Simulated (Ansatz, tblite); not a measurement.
Forces on Ti₂Cl₂ at its PBE-D4/def2-SVP geometry. The state is a singlet with charge 0.

The xTB rows come from tblite. At PBE-D4/def2-TZVP the restricted singlet is unstable: a solution with broken spin symmetry lies lower. The order of the spin states hangs on the level: the triplet lies 0.44 eV below the singlet at PBE0-D4/def2-TZVP, but 0.68 eV above it at GFN1-xTB. The structure comes from a short search, and lower isomers may exist.

GFN1-xTB (tblite), largest force 11.91 eV/Å:

```xyz
4
positions Å, forces eV/Å
Ti   -0.180   -0.124    1.035   -2.033   -1.396   11.656
Ti    0.181    0.124   -1.034    2.033    1.396  -11.651
Cl    1.106    1.785    0.406    0.480    0.775    0.173
Cl   -1.107   -1.784   -0.407   -0.480   -0.774   -0.179
```

GFN2-xTB (tblite), largest force 10.61 eV/Å:

```
Ti -1.811 -1.243 10.379
Ti 1.811 1.243 -10.378
Cl -0.233 -0.377 -0.086
Cl 0.233 0.376 0.086
```

PBE-D4/def2-TZVP (Ansatz), largest force 0.32 eV/Å:

```
Ti -0.054 -0.036 0.306
Ti 0.054 0.038 -0.312
Cl -0.133 -0.215 -0.046
Cl 0.133 0.213 0.051
```
